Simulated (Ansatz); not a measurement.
Species: C2H6OSi, SMILES `O[C@@H]1C[SiH2]1` (H–O–C–Si torsion 142°) (charge 0, multiplicity 1), formula C₂H₆OSi.

Task: How many basis functions does frozen-core CCSD(T)/cc-pVTZ // B3LYP-D3(BJ)/def2-TZVP (Ansatz, a quantum-chemistry and plane-wave program) use, how many core orbitals are frozen, and how many electrons are correlated?

Result: 208 basis functions and 8 frozen orbitals, which leaves 24 correlated electrons. Core time is of the order of minutes.
